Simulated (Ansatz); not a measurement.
Basis-set extrapolation for C$_{2}$H$_{7}$NSSi, SMILES `[SiH3]N1CSC1` (PBE0-D4/def2-TZVP geometry, frozen core, Ansatz 0.2.0). Multiplicity 1, RHF reference.

```tsv
	def2-TZVPP	def2-QZVPP
HF	-820.769400	-820.796276
MP2 correlation	-0.840403	-0.900717
CCSD(T) correlation	-0.933465	not run
```

Energies in hartree. Use E(X) = E(∞) + A·exp(−7.88·√X) for Hartree–Fock and E(X) = E(∞) + B·X^(−2.97) for correlation, with X = 3 and 4, and add CCSD(T) minus MP2 of the smaller set to the MP2 limit.

What is the CCSD(T) energy at the basis-set limit?

HF limit: -820.796276 + (-0.026876) × 0.13774 = -820.79998. MP2 limit: -0.900717 + (-0.060314) × 0.74074 = -0.94539. Higher-order term: -0.933465 − (-0.840403) = -0.09306. Total: -821.83843 hartree, 355.9 kJ/mol below CCSD(T)/def2-TZVPP.
